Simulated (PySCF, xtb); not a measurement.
Mg(OSiH3)2 (H6MgO2Si2), SMILES [SiH3][O][Mg][O][SiH3].

GFN2-xTB in xtb at its own geometry gives an orbital gap of 1.64 eV and a dipole moment of 2.81 D.

Geometry: PBE0-D3(BJ)/def2-SVP. The structure was generated by enumeration; whether it is a known compound was not checked. One conformer was computed; it need not be the lowest.

Question: What does HF/def2-TZVP (PySCF) give? (Estimate from the structure and the level; the computed values follow.)

Answer: gap 12.35 eV (levels -11.71 and 0.64 eV), dipole 0.00 D.
